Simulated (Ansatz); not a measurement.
Compare A (`C[CH]1[CH2][AlH]1`) with its isomer B (`C1[CH2][AlH][CH2]1`).

Isolated molecules relaxed with PBE0-D4/def2-TZVP in Ansatz; ΔE leaves out vibrations. CBS: MP2 limit from def2 TZ/QZ plus the TZ coupled-cluster correction, frozen cores. Functionals use def2-TZVPP. B3LYP here is the variant with VWN-RPA as its local correlation; programs differ in this.

A:

Z-matrix (Å, degrees):
```
C
C 1 1.509
H 1 1.093 2 111.5
H 1 1.095 2 111.8 3 119.8
H 1 1.098 2 111.5 3 -120.5
C 2 1.582 1 117.1 3 -172.0
Al 2 1.915 1 130.3 3 -92.5
H 2 1.094 1 111.4 3 59.7
H 6 1.089 2 116.4 1 -114.6
H 6 1.092 2 112.7 1 13.8
H 7 1.576 2 157.0 1 72.9
```

B:

```xyz
11

C     0.536   -0.375   -0.639
C     0.972    0.647    0.454
Al   -0.800    0.327    1.215
C    -1.015   -0.488   -0.549
H     0.978   -1.349   -0.412
H     0.883   -0.097   -1.640
H     1.917    0.420    0.949
H     1.058    1.658    0.038
H    -1.609    0.545    2.572
H    -1.418   -1.484   -0.734
H    -1.503    0.195   -1.254
```

Problem. Which isomer does CCSD(T)/CBS put lower? Give the gap. (An estimate is asked.)

Solution. Ansatz gave: B, by 23.1 kcal/mol.

Problem. Give E(B) − E(A) in kcal/mol with HF/def2-TZVPP, CCSD/def2-TZVPP, PBE0-D4, ωB97M-V, B3LYP-D4, LDA (SPW92), r2SCAN-D4. (Estimate.)

Solution. The calculation gave: HF/def2-TZVPP -24.5, CCSD/def2-TZVPP -23.6, PBE0-D4 -23.4, ωB97M-V -23.8, B3LYP-D4 -22.7, LDA (SPW92) -22.7, r2SCAN-D4 -22.5. None reverses the order clearly.

Problem. Does the order hold for the free energy at 298.15 K (harmonic terms from PBE0-D4)? (Estimate.)

Solution. The calculation gave: Yes: G(B) − G(A) = -22.3 kcal/mol.

Largest T1 diagnostic: 0.010.

Leaving LDA and LC-ωPBE aside and taking each functional with its dispersion term where it has one, the values, not all of them listed here, spread over 2.6 kcal/mol, from PBE-QIDH to BLYP-D4. LDA lies −0.8 kcal/mol from PBE without D4. In def2-TZVPP, CCSD(T) changes the Hartree–Fock value by +1.3 kcal/mol (the triples alone add +0.3 kcal/mol) and MP2 by +1.0 kcal/mol.
